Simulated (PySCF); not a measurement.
C₅H₁₂GeO₂, SMILES C[O][Ge]([CH3])([O]C)[CH]=C (GFN2-xTB optimised geometry):

```
20

C      1.817     1.261     0.075
C      1.069     0.176     0.000
Ge    -0.923     0.176     0.000
C     -1.840     1.938     0.000
O     -1.452    -0.896    -1.338
C     -1.072    -0.777    -2.687
O     -1.595    -0.634     1.413
C     -1.598    -2.023     1.668
H      2.897     1.217     0.080
H      1.383     2.246     0.139
H      1.540    -0.798    -0.061
H     -1.429     2.593    -0.763
H     -2.897     1.788    -0.195
H     -1.728     2.409     0.970
H     -1.342    -1.713    -3.181
H      0.003    -0.614    -2.798
H     -1.601     0.045    -3.175
H     -0.630    -2.352     2.057
H     -2.365    -2.207     2.422
H     -1.834    -2.593     0.769
```

Calculation: B3LYP/def2-SVP run with PySCF 2.14.0.

Task: What are the frontier orbital energies and the dipole moment?

Result: HOMO-2 -7.63 eV, HOMO-1 -7.15 eV, HOMO -6.99 eV, LUMO -0.51 eV, LUMO+1 1.05 eV; dipole moment 1.92 D.

On the same geometry PBE/def2-SVP (PySCF) gives HOMO-2 -6.40 eV, HOMO-1 -5.79 eV, HOMO -5.72 eV, LUMO -1.31 eV, LUMO+1 0.43 eV; dipole moment 1.76 D.

Meta-Löwdin charges at B3LYP/def2-SVP: C1 -0.19, C2 -0.30, Ge3 1.10, C4 -0.50, O5 -0.59, C6 -0.06, O7 -0.59, C8 -0.06, H9 0.10, H10 0.10, H11 0.11, H12 0.11, H13 0.12, H14 0.12, H15 0.10, H16 0.08, H17 0.08, H18 0.08, H19 0.10, H20 0.09.
